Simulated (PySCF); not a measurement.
# Correlation energy of Kr⁺ (krypton, charge +1)

[Ar] 3d10 4s2 4p4 4d1, one real determinant (an excited configuration). Computed with PySCF 2.14 in dyall-av2z (16s12p8d, 92 functions), with no relativity, point nucleus. Frozen: [Ar] 3d10; 7 electrons correlated; the 34 highest virtual orbitals of each spin left out.

| level | correlation energy (mhartree) |
| --- | --- |
| CCSD | -102.33 |
| (T) | -4.73 |
| CCSD(T) | -107.06 |

Diagnostics: T1 = 0.0055, D1 = 0.0189, largest double amplitude 0.187.

Task: Is a single reference adequate?

Result: Not fully. The real determinant used has ⟨L²⟩ near 8 against 12 for a pure F term, so it mixes terms. The outer electron is Rydberg-like, and this basis confines it to a smaller radius and binds it less than a complete one would. A double-excitation amplitude exceeds 0.15, a sign of near-degeneracy.

The reference is one real determinant that mixes LS terms of this configuration.
